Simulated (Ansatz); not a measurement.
Total energies of closo-2-SB4 (no H on S) (B4H4S) from Ansatz at PBE-D4/def2-TZVP, gas phase (1 Eh = 27.2114 eV = 2625.5 kJ/mol). The reference geometry is relaxed at PBE-D4/def2-SVP.

```csv
state,geometry,energy (Eh)
charge 0 singlet,reference,-499.68830
charge 1 doublet,reference,-499.35458
free S atom (triplet),–,-397.93833
free B atom (doublet),–,-24.61008
free H atom (doublet),–,-0.49962
```

(1) Work out the vertical ionisation energy to the doublet.

(2) What is the binding energy per atom against free atoms?

(1) E(charge 1 doublet) − E(charge 0 singlet) = -499.35458 − (-499.68830) = 0.33372 Eh = 9.08 eV. For comparison, −ε of the highest occupied level is 6.09 eV at this level, 2.99 eV less.

(2) Atoms: 1 × (-397.93833) + 4 × (-24.61008) + 4 × (-0.49962) = -498.37713 Eh. Binding: -498.37713 − (-499.68830) = 1.31117 Eh = 35.68 eV, or 3.96 eV for each of 9 atoms (no zero-point energy, no counterpoise term).
